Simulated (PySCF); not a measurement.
CH6F2Si3, SMILES F[Si@@H]1C[Si@H](F)[SiH2]1.

The structure is a stationary point at PBE0-D3(BJ)/def2-SVP. The structure was generated by enumeration; whether it is a known compound was not checked.

Computed with PBE0/def2-TZVP (PySCF).

Symmetry labels are those of the subgroup Cs that the program uses (full group Cs).

**Question.** List the valence orbital energies around the gap with their symmetry. (An estimate is asked for; the answer gives what the named calculation found.)

**Answer.** 
```csv
orbital,symmetry,energy (eV)
HOMO−7,A',-12.30
HOMO−6,A",-11.93
HOMO−5,A',-11.44
HOMO−4,A',-10.65
HOMO−3,A',-10.16
HOMO−2,A",-8.70
HOMO−1,A',-8.41
HOMO,A",-7.51
LUMO,A',-1.27
LUMO+1,A',-0.20
LUMO+2,A",-0.06
LUMO+3,A",0.41
```
